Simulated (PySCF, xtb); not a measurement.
C₃H₉Bi, SMILES [CH3][Bi]([CH3])[CH3].

GFN2-xTB (xtb) at its own geometry gives an orbital gap of 6.84 eV and a dipole moment of 1.32 D.

Geometry: B3LYP-D3(BJ)/def2-SVP. The isomer is the one that the SMILES or the coordinates give; other isomers of the formula were not compared. The def2 effective core potentials stand for the cores of Bi; spin–orbit coupling is left out.

### Question
What does ωB97X/def2-TZVP (PySCF) give? (An estimate is asked for; the answer gives what the named calculation found.)

### Answer
gap 10.51 eV (levels -8.71 and 1.79 eV), dipole 0.48 D.
